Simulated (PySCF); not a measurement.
## Se (selenium, neutral) across methods

[Ar] 3d10 4s2 4p4, high-spin 3P determinant. Calculation: PySCF 2.14, in aug-cc-pVQZ-PP with ECP10MDF (7s6p5d3f2g, 89 functions); a scalar-relativistic core potential.

```json
{"method": "r2SCAN", "E (hartree)": "-373.0069", "mean ε 4s β (eV)": "-16.366", "mean ε 4p α (eV)": "-7.523", "mean ε 4p β (eV)": "-5.976", "Σ⟨r²⟩ (bohr²)": "40.01", "⟨S²⟩": "2.006"}
{"method": "wB97X-V", "E (hartree)": "-373.0969", "mean ε 4s β (eV)": "-20.437", "mean ε 4p α (eV)": "-10.639", "mean ε 4p β (eV)": "-9.247", "Σ⟨r²⟩ (bohr²)": "40.28", "⟨S²⟩": "2.003"}
{"method": "LDA", "E (hartree)": "-372.5772", "mean ε 4s β (eV)": "-16.632", "mean ε 4p α (eV)": "-7.173", "mean ε 4p β (eV)": "-5.783", "Σ⟨r²⟩ (bohr²)": "40.50", "⟨S²⟩": "2.002"}
{"method": "UHF", "E (hartree)": "-371.86410", "mean ε 4s β (eV)": "-20.804", "mean ε 4p α (eV)": "-11.587", "mean ε 4p β (eV)": "-9.453", "Σ⟨r²⟩ (bohr²)": "40.37", "⟨S²⟩": "2.011"}
{"method": "BLYP", "E (hartree)": "-373.0946", "mean ε 4s β (eV)": "-16.287", "mean ε 4p α (eV)": "-6.855", "mean ε 4p β (eV)": "-5.607", "Σ⟨r²⟩ (bohr²)": "40.77", "⟨S²⟩": "2.002"}
{"method": "PBE", "E (hartree)": "-373.1241", "mean ε 4s β (eV)": "-16.214", "mean ε 4p α (eV)": "-7.111", "mean ε 4p β (eV)": "-5.692", "Σ⟨r²⟩ (bohr²)": "40.55", "⟨S²⟩": "2.003"}
{"method": "PBE0", "E (hartree)": "-373.0967", "mean ε 4s β (eV)": "-17.645", "mean ε 4p α (eV)": "-8.403", "mean ε 4p β (eV)": "-6.845", "Σ⟨r²⟩ (bohr²)": "40.24", "⟨S²⟩": "2.004"}
{"method": "revPBE", "E (hartree)": "-373.1880", "mean ε 4s β (eV)": "-16.077", "mean ε 4p α (eV)": "-7.090", "mean ε 4p β (eV)": "-5.664", "Σ⟨r²⟩ (bohr²)": "40.53", "⟨S²⟩": "2.004"}
{"method": "LC-wPBE", "E (hartree)": "-373.1776", "mean ε 4s β (eV)": "-20.829", "mean ε 4p α (eV)": "-11.138", "mean ε 4p β (eV)": "-9.600", "Σ⟨r²⟩ (bohr²)": "39.97", "⟨S²⟩": "2.005"}
```

Energies and moments cover only the electrons outside the core potential.
